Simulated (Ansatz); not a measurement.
The first iterations of a band of ClGeH3O + H2 (8 atoms, charge 0, multiplicity 1).

These are results of RKS r2SCANh-D4/def2-SVP (Ansatz 0.2.0), not measurements.

* movable images: 9
* climbing image: yes
* spring: 5.0 eV/Å²
* optimiser: fire
* start path: through a guess of the saddle point
* force threshold: 0.03 eV/Å
* iteration limit: 60
* end points: relaxed

Image 0:

```xyz
8
Properties=species:S:1:pos:R:3
Ge -0.254 0.468 -0.073
Cl 0.064 0.565 2.072
H 1.135 0.567 -0.710
H -1.244 1.554 -0.472
O -1.047 -1.058 -0.458
H -0.543 -1.828 -0.170
H 0.996 -3.000 1.377
H 0.778 -2.350 1.702
```

Image 10:

```xyz
8
Properties=species:S:1:pos:R:3
Ge 0.545 -0.119 -0.291
Cl -0.592 -1.083 3.096
H 0.806 -0.176 -1.802
H -0.171 1.179 0.096
O -0.505 -1.528 0.133
H -1.356 -1.531 -0.319
H 1.807 -0.363 0.524
H -0.649 -1.462 1.832
```

| iteration | highest image above the first end (eV) | largest band force component (eV/Å) |
| --- | --- | --- |
| 1 | 6.910 | 35.872 |
| 2 | 4.559 | 10.586 |
| 3 | 3.834 | 6.600 |
| 4 | 3.645 | 2.700 |
| 5 | 3.414 | 8.734 |
| 6 | 3.401 | 7.011 |
| 7 | 3.376 | 4.358 |
| 8 | 3.338 | 2.265 |
| 9 | 3.288 | 1.936 |
| 10 | 3.228 | 2.946 |
| 11 | 3.219 | 2.733 |
| 12 | 3.200 | 2.410 |
| 13 | 3.172 | 1.948 |
| 14 | 3.137 | 1.663 |
| 15 | 3.095 | 1.583 |
| 16 | 3.047 | 1.722 |
| 17 | 2.989 | 1.890 |
| 18 | 2.924 | 1.862 |
| 19 | 2.852 | 1.552 |
| 20 | 2.777 | 1.301 |

**Question.** Does the band converge within its limit, and where does its top end?

**Answer.** The run ended unconverged. It ended after 60 iterations with the highest image 2.064 eV above the first end. The band didn't meet its force threshold, so its energies are provisional: the largest band force was still 0.25 eV/Å, and over the last iterations the top stayed at 2.06 eV. The orbitals stay closed-shell, which can raise the energy where a bond breaks towards radicals; this wasn't checked here.

Run time: 8.6 min on 2 threads of AMD EPYC 9R45 96-Core Processor (Zen 5) (shared host), peak memory 0.24 GiB.
